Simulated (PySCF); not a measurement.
# Highest orbital energy against ionisation energy along group 14

Calculated with PySCF 2.14, no spin-orbit coupling. Each cell gives −ε(HOMO) / ΔSCF in eV; NIST values include spin-orbit coupling, (s) semi-empirical, (t) theoretical.

```
                               species              UHF              LDA              PBE             PBE0           r2SCAN  NIST (lowest levels)
   C⁺ (aug-cc-pCVTZ-DK, spin-free X2C)  24.855 / 24.149  17.792 / 24.754  17.944 / 24.838  19.782 / 24.819  18.624 / 24.987                24.383
  Si⁺ (aug-cc-pCVTZ-DK, spin-free X2C)  16.192 / 15.817  12.060 / 16.342  12.185 / 16.388  13.324 / 16.413  12.546 / 16.506                16.346
Sn⁺ (aug-cc-pwCVTZ-DK3, spin-free X2C)  14.048 / 13.752  10.704 / 14.415  10.638 / 14.228  11.642 / 14.266  10.963 / 14.380                14.633
Pb⁺ (aug-cc-pwCVTZ-DK3, spin-free X2C)  13.512 / 13.235  10.352 / 13.954  10.243 / 13.738  11.213 / 13.767  10.548 / 13.839                15.032
```

Q: How far is −ε(HOMO) from ΔSCF on average for each method, and why?

A: UHF 0.41 eV; LDA -4.64 eV; PBE -4.55 eV; PBE0 -3.33 eV; r2SCAN -4.26 eV. Hartree-Fock orbital energies lack relaxation and so exceed the ΔSCF value; semilocal functionals have convex E(N) from self-interaction, so their HOMO lies far too high; exact exchange moves hybrids part of the way back.
